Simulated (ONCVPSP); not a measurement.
Which change was made? (Ge, ONCV)

- Element: germanium (Ge)
- Generator: ONCVPSP 4.0.1
- Type: optimised norm-conserving Vanderbilt (ONCV)
- Functional: BLYP
- Relativity: scalar-relativistic
- Frozen core: [Ar]
- Valence charge: 14
- Reference configuration: 3d10 4s2 4p1 (charge +1)
- Partial waves: 4s: rc 1.85 bohr, ncon 4, nbas 8, qcut 3.1 1/bohr, 2 projectors, debl 2.9 Ha; 4p: rc 2.20 bohr, ncon 3, nbas 7, qcut 3.1 1/bohr, 1 projector; 3d: rc 1.10 bohr, ncon 5, nbas 9, qcut 16.6 1/bohr, local; f scattering state at 0.38 Ha: rc 2.00 bohr, ncon 4, nbas 8, qcut 5.9 1/bohr, 2 projectors, debl 2.1 Ha
- Local potential: the d channel
- Core correction: Teter function fitted to the true core (icmod 2), fcfact 0.25

Cutoffs, loose and tight: the cutoffs (Ha) at which the residual kinetic energy of the hardest occupied pseudo-wave falls to 1 and 0.1 mHa per electron. They do not see the model core or the augmentation charge, which bear on the density cutoff. Test errors are all-electron minus pseudo excitation energies from the reference, over the configurations 3d10 4s2 4p2; 3d10 4s2 4p0; 3d10 4s1 4p0; 3d10 4s1 4p3; variants that change the core or the reference have their own tests.

The base gives: outcome: generated; cutoff, loose: 105 Ha; cutoff, tight: 117 Ha; bound ghosts: s, p; GHOST(+) flags above zero: s, f; largest test error (meV): -37.

**Question.** After one change the result is: outcome: generated; cutoff, loose: 105 Ha; cutoff, tight: 117 Ha; bound ghosts: s, p; GHOST(+) flags above zero: s, f; largest test error (meV): -95. Which change was it?
A. s: qcut 4.5; p: qcut 4.5; d: qcut 24; f: qcut 8.5
B. fully relativistic
C. s: rc 2.4

**Answer.** C. The others give: s: qcut 4.5; p: qcut 4.5; d: qcut 24; f: qcut 8.5 → outcome: generated; cutoff, loose: 187 Ha; cutoff, tight: 210 Ha; bound ghosts: s, p, f; GHOST(+) flags above zero: s; largest test error (meV): -23 | fully relativistic → outcome: generated, misses its reference levels by 0.35 eV; cutoff, loose: 105 Ha; cutoff, tight: 118 Ha; bound ghosts: s, p3/2, p1/2; GHOST(+) flags above zero: s, f7/2, f5/2; largest test error (meV): -31.
